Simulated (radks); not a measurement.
Species: the sulfur ion S2+. Configuration: [Ne] 3s2 3p2 (the NIST ground configuration). Method: scalar-relativistic Kohn-Sham, Slater X-alpha with alpha = 0.733, spin-polarised, spherical densities, finite nucleus; open shells are filled with parallel spins first; Fermi nuclear charge, rms radius 3.2611 fm; computed with a radial shooting solver on a logarithmic mesh with Libxc functionals.

Unscreened Slater integrals over Kohn-Sham orbitals (hartree). They are taken over the spin-up orbitals.

F0(3p,3p): 0.51799
F2(3p,3p): 0.26365
F0(3p,3s): 0.54419
G1(3p,3s): 0.36283
F0(3p,2p): 0.70293
F2(3p,2p): 0.12368
G0(3p,2p): 0.050712
G2(3p,2p): 0.050503
F0(3p,2s): 0.69427
G1(3p,2s): 0.038938
F0(3s,3s): 0.57507
F0(3s,2p): 0.76302
G1(3s,2p): 0.059155
F0(3s,2s): 0.75588
G0(3s,2s): 0.047287
F0(2p,2p): 2.0831
F2(2p,2p): 0.96280
F0(2p,2s): 1.9683
G1(2p,2s): 1.1639
F0(2s,2s): 1.8925

Derived for the open shells (J is the average intra-shell exchange parameter used in DFT+U). 3p: J = F2/5 = 0.05273 hartree; in LS coupling 1D lies 6 F2/25 = 0.06328 hartree above 3P.
